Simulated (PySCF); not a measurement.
# Si4H9ClO

The system: Si4H9ClO, a small molecule; neutral, singlet. The structure, one conformer, was relaxed in the gas phase by PBE0-D3(BJ)/def2-SVP. No frequency run checks that it is a minimum.

SMILES: [SiH3]O[Si]([SiH3])([SiH3])Cl

```tsv
atom	x (Å)	y (Å)	z (Å)
Si1	-0.228	0.081	0.479
Si2	-2.148	-0.396	-0.782
Si3	-0.045	2.247	1.347
O4	1.131	-0.257	-0.404
Si5	2.106	-1.504	-0.929
Cl6	-0.301	-1.220	2.116
H7	-2.163	0.413	-2.040
H8	-3.363	-0.070	0.025
H9	-2.157	-1.850	-1.132
H10	0.028	3.244	0.236
H11	-1.248	2.535	2.185
H12	1.187	2.343	2.187
H13	2.776	-2.155	0.233
H14	1.289	-2.515	-1.664
H15	3.125	-0.920	-1.843
```

Shieldings: GIAO PBE0/pcSseg-1. Shifts are against computed references at the same level: H TMS (σ 31.27 ppm), Si TMS (σ 352.0 ppm). Core levels by delta-SCF with SCAN, pcX-2 on the ionised atom and pcseg-1 elsewhere, spin-free X2C (2p3/2 is the spin-free 2p value less a third of a first-order spin-orbit splitting); from the vacuum level, for chosen atoms.

**Question.** Give the shieldings and core levels atom by atom.

**Answer.** 
```
      atoms          bonded to  σ (ppm)  δ (ppm)  core level (eV)
        Si1  1 Cl + 1 O + 2 Si    317.9     34.1     2p3/2 107.60
        Si2         1 Si + 3 H    456.1   -104.1     2p3/2 106.63
        Si3         1 Si + 3 H    451.9    -99.9     2p3/2 106.63
         O4               2 Si    283.8        -        1s 537.94
        Si5          1 O + 3 H    387.9    -35.9                -
        Cl6               1 Si    860.9        -     2p3/2 205.59
   H7 H8 H9               1 Si    27.67     3.59                -
H10 H11 H12               1 Si    27.68     3.59                -
H13 H14 H15               1 Si    26.25     5.02                -
```

Values are those of this one static structure, with the three H of a rotating XH3 group averaged; atoms that internal rotation interchanges would show their mean in an NMR spectrum.

**Question.** Which of Si1, Si2, Si3 holds its core electrons tightest, and by how much against the loosest?

**Answer.** Si1 (bonded to 1 Cl + 1 O + 2 Si), by 0.97 eV over Si2 (bonded to 1 Si + 3 H).

**Question.** By CAM-B3LYP/def2-SVPD (TDDFT singlets, Tamm-Dancoff triplets, ionisation by delta-SCF), where does absorption start, and what does vertical ionisation take?

**Answer.** The lowest singlet lies at 5.83 eV (f 0.044), the strongest of the first 6 at 7.08 eV (f 0.505), the lowest triplet at 5.16 eV; vertical ionisation takes 9.37 eV.

The 3 runs behind this took 2.7 min in all, one thread each of Arm Neoverse V1 on a shared host, launched as `OMP_NUM_THREADS=1 python cluster_run.py task.json out`.
